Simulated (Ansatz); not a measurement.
The cluster H₉Au₅⁺, relaxed as a doublet with UKS PBE-D4/def2-SVP in Ansatz, starting from the GFN2-xTB geometry. Force threshold 0.02 eV/Å.

In the def2 sets Au takes a core potential; there is no spin–orbit coupling. In the doublet, H8 and H12 lie 0.84 Å apart (atoms count from 1), so H2 has formed as a molecule. Another isomer (doublet) lies 0.42 eV lower at PBE0-D4/def2-TZVP; other spin states weren't run for this one.

Start:

```csv
atom,x (Å),y (Å),z (Å)
Au1,-3.824,-0.747,1.678
Au2,-1.317,-1.067,0.606
Au3,2.229,0.941,-1.114
Au4,3.295,3.399,-1.894
Au5,1.281,-1.559,-0.234
H6,3.609,4.774,-2.274
H7,0.616,-2.733,0.250
H8,-4.793,0.296,2.212
H9,2.352,-0.566,-0.833
H10,0.040,-0.536,0.089
H11,2.064,2.446,-1.418
H12,-5.172,-0.572,2.344
H13,2.320,-2.504,-0.474
H14,-2.701,-1.572,1.061
```

Task: Estimate the energy that the relaxation releases and the steps that it takes.

Result: 325.2 kJ/mol, in 22 steps; 1.7 min on 4 threads of Arm Neoverse V2 on a shared host. The force fell under the threshold at step 16, but the optimiser went on. No frequencies were taken in this run, so the end may be a saddle point.

Task: Does the start keep its bonding?

Result: By distances, no bond broke or formed. The bond that changes most is Au1–H12, from 1.51 to 1.81 Å (atoms count from 1).

Task: Predict the relaxed structure.

Result: 
```
atom   x (Å)   y (Å)   z (Å)
 Au1  -3.765  -0.778   1.573
 Au2  -1.285  -1.034   0.427
 Au3   2.096   0.959  -0.980
 Au4   3.330   3.299  -1.908
 Au5   1.370  -1.675  -0.227
  H6   3.316   4.863  -2.233
  H7   0.537  -2.947   0.267
  H8  -5.143   0.280   2.079
  H9   2.715  -0.660  -0.808
 H10   0.141  -0.279  -0.137
 H11   1.848   2.660  -1.267
 H12  -4.833  -0.004   2.810
 H13   2.483  -2.799  -0.341
 H14  -2.810  -1.886   0.745
```
Bond lengths (bridged metal pairs left out): 13 × Au–H 1.59 to 1.86 Å.
